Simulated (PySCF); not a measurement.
**Spin states of CaP**

Unrestricted PBE0; basis Ca aug-pcseg-1, P aug-pcseg-1; no relativity; PySCF 2.14. Outer shells of the fragments: Ca 4s2; P 3s2 3p3.

Followed along the bond (rough minima from three points):

```json
{"2Ms+1": "2", "unpaired": "π ↑", "⟨S²⟩ at the start": "1.03", "R at minimum (Å)": "2.52", "Te (eV)": "0.00"}
{"2Ms+1": "4", "unpaired": "σ ↑, π ↑↑", "⟨S²⟩ at the start": "3.75", "R at minimum (Å)": "2.78", "Te (eV)": "0.00"}
{"2Ms+1": "2", "unpaired": "σ ↓, π ↑↑", "⟨S²⟩ at the start": "1.76", "R at minimum (Å)": "2.77", "Te (eV)": "0.05"}
{"2Ms+1": "2", "unpaired": "σ ↑, π ↑↓", "⟨S²⟩ at the start": "1.76", "R at minimum (Å)": "2.77", "Te (eV)": "0.35"}
{"2Ms+1": "4", "unpaired": "σ ↑↑, π ↑", "⟨S²⟩ at the start": "3.75", "R at minimum (Å)": "2.62", "Te (eV)": "0.66"}
```

Solutions found at the starting distance of 2.655 Å, counted from the lowest of them; the search is not exhaustive and high or unbound solutions are not listed, so other states can lie among these:

```csv
2Ms+1,unpaired,term,E (eV),⟨S²⟩,⟨Lz²⟩,μ (D)
4,"σ ↑, π ↑↑",⁴Σ⁻,0.00,3.75,0.00,-3.57
2,π ↑,²Π,0.03,1.03,1.01,-7.74
2,"σ ↓, π ↑↑",mixed,0.05,1.76,0.00,-3.61
2,"σ ↑, π ↑↓",mixed,0.34,1.76,2.02,-3.57
4,"σ ↑↑, π ↑",⁴Π,0.63,3.75,1.02,-3.59
2,σ ↑,²Σ⁺,1.04,0.75,0.00,-11.47
2,σ ↑,mixed,1.38,0.75,2.01,-3.42
4,π ↑↑↑,⁴Π,1.53,3.76,1.00,-2.85
4,"π ↑↑, δ ↑",⁴Δ,1.89,3.76,4.00,-7.06
2,"π ↑↑, δ ↓",mixed,1.92,1.78,4.00,-6.80
4,"σ ↑, π ↑↑",mixed,2.11,3.76,2.01,-3.54
```

A term symbol is given only where ⟨S²⟩ and ⟨Lz²⟩ are close to those of a pure state; real π, δ and φ orbitals otherwise mix terms. A positive dipole means Ca(−)P(+).
